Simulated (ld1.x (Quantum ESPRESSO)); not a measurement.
## I, TM: configuration errors across variants

I, norm-conserving Troullier–Martins (Kleinman–Bylander form), made with ld1.x (Quantum ESPRESSO) 7.5 (PBE, scalar-relativistic). Core [Kr] 4d10, reference 5s2 5p4 (charge +1). Waves: 5p (bound): rc 1.70 bohr; 5s (bound): rc 1.85 bohr. Local part: the s channel. Core correction: Bessel-smoothed model core, default radius (core density twice the valence density).

All-electron excitation energies from the reference (eV): (1) 5s2 5p5 -11.131; (2) 5s2 5p3 19.846; (3) 5s2 5p2 49.174; (4) 5s2 5p4.5 -6.599; (5) 5s2 5p1 88.600; (6) 5s1 5p6 -0.717; (7) 5s1 5p5 10.980.

2 further variants failed, have other tests or too few solved ones, and are left out.

A true bound ghost makes a file unfit for plane-wave use even where its test errors are small: the radial tests pick states by their node count and pass the ghost by.

Errors AE − PS in meV (a dash: test not solved or not reliable):

```tsv
change	(1)	(2)	(3)	(4)	(5)	(6)	(7)	bound ghosts
base	+3.1	-8.2	-37	+1.7	-116	-1.8	-7.4	d
wave 5p (bound): rc 1.70 bohr becomes 5p (bound): rc 1.22 bohr	-19	-42	-190	-4.8	-480	-125	-56	p, d
wave 5p (bound): rc 1.70 bohr becomes 5p (bound): rc 1.62 bohr	+3.1	-8.3	-38	+1.7	-123	-0.3	-6.0	d
wave 5p (bound): rc 1.70 bohr becomes 5p (bound): rc 1.76 bohr	+3.1	-8.2	-36	+1.7	-114	-2.6	-8.2	d
wave 5p (bound): rc 1.70 bohr becomes 5p (bound): rc 1.94 bohr	+3.0	-8.2	-35	+1.7	-107	-5.0	-10	d
wave 5p (bound): rc 1.70 bohr becomes 5p (bound): rc 2.04 bohr	+3.0	-8.2	-35	+1.7	-107	-5.3	-11	d
wave 5p (bound): rc 1.70 bohr becomes 5p (bound): rc 2.24 bohr	+3.1	-8.4	-37	+1.7	-114	-3.8	-9.1	d
wave 5p (bound): rc 1.70 bohr becomes 5p (bound): rc 2.58 bohr	+2.8	-11	-53	+1.6	-174	+1.6	-1.4	d
```

(1) Give the same row for: wave 5p (bound): rc 1.70 bohr becomes 5p (bound): rc 2.38 bohr.

Results:

(1) +3.1, -8.8, -40, +1.7, -126, -2.2, -7.2; bound ghosts: d.
